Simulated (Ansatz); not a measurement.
`C[SiH2]O[SiH3]` + `[OH][GeH3]` → `C[SiH2][O][GeH3]` + `O[SiH3]` at 400 K and 1 bar (ligand exchange at the Si–O bond).

Isolated molecules relaxed with PBE0-D4/def2-TZVP in Ansatz; ΔE leaves out vibrations. CCSD(T)/CBS adds triple-zeta CCSD(T) − MP2 to the extrapolated MP2 energy (def2 sets, frozen cores). This one scheme is used for every species. For Ge outer-core shells are correlated without core-valence functions, which leaves a few kJ/mol of doubt a bond. Scalar relativity is left out up to krypton. One conformer a species, not always the lowest.

| species | CCSD(T)/CBS energy (Eh) | H − E (kJ/mol) | S (J/(mol·K)) |
| --- | --- | --- | --- |
| `C[SiH2]O[SiH3]` | -696.28988 | 255.1 | 408.8 |
| `[OH][GeH3]` | -2153.69723 | 116.2 | 291.7 |
| `C[SiH2][O][GeH3]` | -2483.29571 | 250.8 | 419.1 |
| `O[SiH3]` | -366.69042 | 120.0 | 276.4 |

H − E and S are ideal-gas, rigid-rotor, harmonic terms from PBE0-D4/def2-TZVP, for one conformer and one mirror image of each species. 1 Eh = 2625.50 kJ/mol, R = 8.31446 J/(mol·K).

Task: By hand: ΔE, ΔH, ΔS and ΔG.

Result: ΔE = (-2483.29571) + (-366.69042) − (-696.28988) − (-2153.69723) = 0.00098 Eh = 2.6 kJ/mol. Δ(H − E) = 250.8 + 120.0 − 255.1 − 116.2 = -0.5, so ΔH = 2.1 kJ/mol. ΔS = 419.1 + 276.4 − 408.8 − 291.7 = -5.0 J/(mol·K). ΔG = 2.1 − 400 × (-5.0)/1000 = 4.1 kJ/mol.

Task: By hand: the equilibrium constant, and the temperature at which ΔG would vanish if ΔH and ΔS stayed fixed.

Result: log₁₀ K = −ΔG/(RT ln 10) = -0.5. ΔH and −TΔS have one sign here, so there is no such temperature. One of them is within its doubt of zero, so this could turn.

TΔS isn't small against ΔH here. The sign of ΔG lies within the doubt. A doubt of 5 kJ/mol in ΔE shifts log₁₀ K by 0.7 here. Other conformers and mirror images would add mixing entropy, several J/(mol·K) or more a flexible species. Modes under 60 cm⁻¹, often nearly free rotors, make the harmonic entropy too high. These are equilibria of isolated gas molecules and say nothing of rates. Largest T1 diagnostic: 0.011 (customary marks: 0.02 for closed shells, 0.045 for open ones).
